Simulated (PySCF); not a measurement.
Electron correlation in Bi⁵³⁺ (bismuth, charge +53)

Starting occupation: [Ar] 3d10 4s2. Calculation: PySCF 2.14, in an uncontracted even-tempered set (18 s from 3.6 bohr⁻², ratio 2.6; 15 p from 4.6 bohr⁻², ratio 2.6; 10 d from 4.6 bohr⁻², ratio 2.6; 6 f from 4.7 bohr⁻², ratio 2.8); X2C-1e with screened-nucleus spin-orbit coupling, Gaussian nucleus. Frozen: [Ar]; 12 electrons correlated; the 92 highest virtual spinors left out.

MP2 pair energies summed by pair of shells (mhartree):

```tsv
pair	energy	share (%)
3d3/2-3d5/2	-190.39	35.0
3d5/2-3d5/2	-134.54	24.7
4s1/2-4s1/2	-65.57	12.0
3d5/2-4s1/2	-58.34	10.7
3d3/2-3d3/2	-58.12	10.7
3d3/2-4s1/2	-37.43	6.9
```

Total MP2 correlation energy: -544.39 mhartree.

The virtual space was cut to 68 spinors, which keep -524.22 of the -544.39 mhartree of MP2 correlation.

```
  level  correlation energy (mhartree)
   CCSD                        -526.48
    (T)                          -0.57
CCSD(T)                        -527.05
```

Diagnostics: T1 = 0.00010, largest double amplitude 0.062.

Cost of the coupled-cluster step: 93 s of wall time on 1 thread of Neoverse-V2 (shared host), for 12 occupied and 68 virtual spinors.

Iterations:

```
Init t2, MP2 energy = -0.524221131361655
CCSD nocc = 12, nmo = 80
Init t2, MP2 energy = -0.524221131361655
Init E_corr(GCCSD) = -0.524221131361655
cycle = 1  E_corr(GCCSD) = -0.523900934178544  dE = 0.000320197183  norm(t1,t2) = 0.0109716
cycle = 2  E_corr(GCCSD) = -0.525767205446735  dE = -0.00186627127  norm(t1,t2) = 0.00341566
cycle = 3  E_corr(GCCSD) = -0.526485161889775  dE = -0.000717956443  norm(t1,t2) = 0.00108813
cycle = 4  E_corr(GCCSD) = -0.526482629325763  dE = 2.53256401e-06  norm(t1,t2) = 1.64537e-05
cycle = 5  E_corr(GCCSD) = -0.526482181371245  dE = 4.47954518e-07  norm(t1,t2) = 4.07194e-07
cycle = 6  E_corr(GCCSD) = -0.526482214432538  dE = -3.30612929e-08  norm(t1,t2) = 1.42435e-08
cycle = 7  E_corr(GCCSD) = -0.526482213626264  dE = 8.06274159e-10  norm(t1,t2) = 3.47675e-10
GCCSD converged
E(GCCSD) = -19386.23518125817  E_corr = -0.5264822136262637
```

The coupled-cluster values are those of the cut space; adding the MP2 remainder, -20.17 mhartree, estimates the full space.

At this charge the one-electron X2C treatment keeps the bare 1/r₁₂, with no two-electron picture change or Breit term. The effect here is smaller than on the frozen 1s shell.
